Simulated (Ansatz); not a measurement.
`CC[Si](Cl)(Cl)Cl`, relaxed with RKS PBE0-D4/def2-TZVP in the Gaussian-basis code of Ansatz from a PBE-D4/def2-SVP geometry. The force threshold is 0.005 eV/Å; the program also tests the step.

Charge 0, multiplicity 1.

Start:

```xyz
11

C     1.318    0.663    0.117
C     0.392   -0.543    0.318
Si   -1.361   -0.276   -0.276
Cl   -2.236    1.313    0.727
Cl   -2.501   -1.972    0.052
Cl   -1.379    0.152   -2.303
H     2.342    0.443    0.479
H     0.948    1.550    0.669
H     1.390    0.940   -0.954
H     0.319   -0.830    1.390
H     0.767   -1.441   -0.219
```

**Question.** How much energy does the relaxation release, and in how many steps? (Best estimate.)

**Answer.** Computed: 5.60 kJ/mol, in 4 steps.

**Question.** Which bonds change most? (An estimate is asked.)

**Answer.** Ansatz gave: Si3–Cl4 from 2.072 to 2.041 Å; Si3–Cl6 from 2.072 to 2.041 Å; Si3–Cl5 from 2.069 to 2.039 Å; C2–Si3 from 1.870 to 1.850 Å.

**Question.** Give the relaxed structure. (Best estimate.)

**Answer.** Ansatz gave: 
```xyz
11

C     1.307    0.658    0.116
C     0.386   -0.540    0.314
Si   -1.348   -0.273   -0.274
Cl   -2.215    1.289    0.713
Cl   -2.476   -1.941    0.047
Cl   -1.377    0.148   -2.270
H     2.313    0.437    0.478
H     0.943    1.534    0.657
H     1.386    0.929   -0.939
H     0.319   -0.818    1.372
H     0.763   -1.422   -0.215
```
